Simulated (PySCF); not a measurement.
dibromo(dichloro)methane (CBr2Cl2), SMILES C(Br)(Cl)(Cl)Br.

Geometry optimised at ωB97X-D3(BJ)/def2-SVP.

All values below come from TDDFT-PBE0/def2-SVPD run with PySCF 2.14.0.

Vertical excitations. The molecule is in vacuum. State labels are in the subgroup C2v.

| state | symmetry | energy (eV) | λ (nm) | f | main pairs |
|---|---|---|---|---|---|
| S1 | B1 | 4.78 | 259 | 0.003 | HOMO→LUMO 98 % |
| S2 | A2 | 4.96 | 250 | 0.000 | HOMO−1→LUMO 98 % |
| S3 | B2 | 5.18 | 240 | 0.002 | HOMO−2→LUMO 97 % |
| S4 | A1 | 5.75 | 216 | 0.009 | HOMO→LUMO+1 51 %, HOMO−3→LUMO 46 % |
| S5 | A1 | 6.08 | 204 | 0.000 | HOMO−3→LUMO 53 %, HOMO→LUMO+1 47 % |
| S6 | B2 | 6.10 | 203 | 0.007 | HOMO−1→LUMO+1 59 %, HOMO−5→LUMO 36 % |
| S7 | B1 | 6.21 | 200 | 0.037 | HOMO−4→LUMO 93 % |
| S8 | B2 | 6.27 | 198 | 0.000 | HOMO−5→LUMO 59 %, HOMO−1→LUMO+1 37 % |
| S9 | A2 | 6.32 | 196 | 0.000 | HOMO−2→LUMO+1 94 % |
| S10 | A2 | 6.59 | 188 | 0.000 | HOMO−1→LUMO+2 75 %, HOMO−6→LUMO 12 % |
| T1 | B1 | 4.24 | 292 | 0 | HOMO→LUMO 92 % |
| T2 | A2 | 4.44 | 279 | 0 | HOMO−1→LUMO 88 % |
| T3 | B2 | 4.62 | 268 | 0 | HOMO−2→LUMO 80 %, HOMO−1→LUMO+1 14 % |
| T4 | A1 | 4.96 | 250 | 0 | HOMO−3→LUMO 55 %, HOMO→LUMO+1 42 % |
Triplets are in the Tamm–Dancoff approximation, which puts them higher than full response would, so one can lie above its singlet here.
